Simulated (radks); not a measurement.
Coulomb parameter of the 4f shell of the europium ion Eu+ in the model configuration [Xe] 4f5.5 6s1 6p1.5, as a second difference U = [E(n + 1) + E(n - 1) - 2 E(n)] / (1)^2 with all orbitals relaxed. "Bare": the charge of the atom changes with n. "Screened": the 6p shell takes up the change at fixed total charge, which measures U(4f,4f) + U(6p,6p) - 2 U(4f,6p). Method: Dirac Kohn-Sham, PBE, spin-unpolarised, spherical densities, point nucleus; open shells are shared between the two j in proportion to 2j + 1; computed with a radial shooting solver on a logarithmic mesh with Libxc functionals.

case                configuration  E - E(n) (eV)
start        [Xe] 4f5.5 6s1 6p1.5          0.000
bare +1      [Xe] 4f6.5 6s1 6p1.5        -15.438
bare -1      [Xe] 4f4.5 6s1 6p1.5         32.207
screened +1  [Xe] 4f6.5 6s1 6p0.5        -11.272
screened -1  [Xe] 4f4.5 6s1 6p2.5         20.559

U(bare) = 16.769 eV, U(screened by 6p) = 9.287 eV, against the Slater integral F0(4f,4f) = 29.401 eV with frozen orbitals.
